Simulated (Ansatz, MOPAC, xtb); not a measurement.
The molecule AsO, multiplicity 2 (the spin of the measured ground state). No spin–orbit coupling. As is treated without relativity.

The constants come from a fifth-degree fit in 1/R (seven points, main isotopes). In def2 and cc sets the state is the lowest found near the PBE0 minimum, followed along R.

Run with Ansatz (Gaussian orbitals); MOPAC for AM1, PM3 (differences of heats of formation); xtb for the GFN methods. Each number belongs to the level named beside it. The GFN methods have no spin term and hold the electronic entropy of 300 K.

```json
[
 {"level": "AM1", "r_e (Å)": "1.695", "ω_e (cm⁻¹)": "990", "α_e (cm⁻¹)": "0.00081", "ω_e x_e (cm⁻¹)": "1.6", "D_e (eV)": "-", "dipole (D)": "-"},
 {"level": "PM3", "r_e (Å)": "1.634", "ω_e (cm⁻¹)": "1018", "α_e (cm⁻¹)": "0.0012", "ω_e x_e (cm⁻¹)": "3.9", "D_e (eV)": "-", "dipole (D)": "-"},
 {"level": "GFN1-xTB", "r_e (Å)": "1.592", "ω_e (cm⁻¹)": "965", "α_e (cm⁻¹)": "0.0034", "ω_e x_e (cm⁻¹)": "3.0", "D_e (eV)": "-", "dipole (D)": "-"},
 {"level": "GFN2-xTB", "r_e (Å)": "1.581", "ω_e (cm⁻¹)": "938", "α_e (cm⁻¹)": "0.0041", "ω_e x_e (cm⁻¹)": "3.8", "D_e (eV)": "-", "dipole (D)": "-"},
 {"level": "SVWN5/def2-TZVPP", "r_e (Å)": "1.624", "ω_e (cm⁻¹)": "992", "α_e (cm⁻¹)": "0.0030", "ω_e x_e (cm⁻¹)": "4.1", "D_e (eV)": "6.68", "dipole (D)": "2.44"},
 {"level": "PBE/def2-TZVPP", "r_e (Å)": "1.643", "ω_e (cm⁻¹)": "956", "α_e (cm⁻¹)": "0.0030", "ω_e x_e (cm⁻¹)": "4.1", "D_e (eV)": "5.53", "dipole (D)": "2.45"},
 {"level": "r2SCAN/def2-TZVPP", "r_e (Å)": "1.624", "ω_e (cm⁻¹)": "1005", "α_e (cm⁻¹)": "0.0029", "ω_e x_e (cm⁻¹)": "4.1", "D_e (eV)": "4.99", "dipole (D)": "2.47"},
 {"level": "B97M-V/def2-TZVPP", "r_e (Å)": "1.617", "ω_e (cm⁻¹)": "1018", "α_e (cm⁻¹)": "0.0029", "ω_e x_e (cm⁻¹)": "4.2", "D_e (eV)": "5.03", "dipole (D)": "2.52"},
 {"level": "B3LYP/def2-TZVPP", "r_e (Å)": "1.626", "ω_e (cm⁻¹)": "1003", "α_e (cm⁻¹)": "0.0029", "ω_e x_e (cm⁻¹)": "4.0", "D_e (eV)": "5.01", "dipole (D)": "2.70"},
 {"level": "PBE0/def2-TZVPP", "r_e (Å)": "1.615", "ω_e (cm⁻¹)": "1035", "α_e (cm⁻¹)": "0.0028", "ω_e x_e (cm⁻¹)": "4.0", "D_e (eV)": "4.74", "dipole (D)": "2.64"},
 {"level": "BHLYP/def2-TZVPP", "r_e (Å)": "1.600", "ω_e (cm⁻¹)": "1084", "α_e (cm⁻¹)": "0.0027", "ω_e x_e (cm⁻¹)": "3.9", "D_e (eV)": "4.11", "dipole (D)": "2.91"},
 {"level": "CAM-B3LYP/def2-TZVPP", "r_e (Å)": "1.611", "ω_e (cm⁻¹)": "1049", "α_e (cm⁻¹)": "0.0027", "ω_e x_e (cm⁻¹)": "3.8", "D_e (eV)": "4.96", "dipole (D)": "2.79"},
 {"level": "wB97X-V/def2-TZVPP", "r_e (Å)": "1.610", "ω_e (cm⁻¹)": "1063", "α_e (cm⁻¹)": "0.0027", "ω_e x_e (cm⁻¹)": "3.7", "D_e (eV)": "5.07", "dipole (D)": "2.74"},
 {"level": "wB97M-V/def2-TZVPP", "r_e (Å)": "1.613", "ω_e (cm⁻¹)": "1053", "α_e (cm⁻¹)": "0.0027", "ω_e x_e (cm⁻¹)": "3.7", "D_e (eV)": "4.90", "dipole (D)": "2.79"},
 {"level": "CCSD/def2-TZVPP", "r_e (Å)": "1.617", "ω_e (cm⁻¹)": "1026", "α_e (cm⁻¹)": "0.0028", "ω_e x_e (cm⁻¹)": "3.8", "D_e (eV)": "4.21", "dipole (D)": "-"},
 {"level": "CCSD/def2-QZVPP", "r_e (Å)": "1.609", "ω_e (cm⁻¹)": "1038", "α_e (cm⁻¹)": "0.0029", "ω_e x_e (cm⁻¹)": "3.8", "D_e (eV)": "4.42", "dipole (D)": "-"},
 {"level": "CCSD(T)/def2-TZVPP", "r_e (Å)": "1.633", "ω_e (cm⁻¹)": "966", "α_e (cm⁻¹)": "0.0032", "ω_e x_e (cm⁻¹)": "4.7", "D_e (eV)": "4.61", "dipole (D)": "-"},
 {"level": "CCSD(T)/def2-QZVPP", "r_e (Å)": "1.625", "ω_e (cm⁻¹)": "978", "α_e (cm⁻¹)": "0.0032", "ω_e x_e (cm⁻¹)": "4.6", "D_e (eV)": "4.85", "dipole (D)": "-"},
 {"level": "CCSD(T)/CBS(def2-TZVPP, def2-QZVPP)", "r_e (Å)": "1.622", "ω_e (cm⁻¹)": "987", "α_e (cm⁻¹)": "0.0031", "ω_e x_e (cm⁻¹)": "4.5", "D_e (eV)": "-", "dipole (D)": "-"}
]
```

D_e counts from each atom's lowest state at the same level, without counterpoise or zero-point energy.

Correlated levels freeze the inner cores; with def2 sets outer-core shells near the valence are correlated too. CBS(a, b) extrapolates the correlation energy as X⁻³ and adds the Hartree–Fock energy of set b. The state that AM1, PM3 reach isn't checked.

Measured for the ground state: ω_e 967.08 cm-1, ω_e x_e 4.85 cm-1, B_e 0.48482 cm-1, α_e 0.003299 cm-1 [NIST CCCBDB]. D_0 4.978 ± 0.083 eV (a handbook's tabulated 298 K bond energy less 3RT/2; such tables hold older values) [Luo, bond dissociation energies, CRC Handbook].

Ansatz is an electronic-structure program.
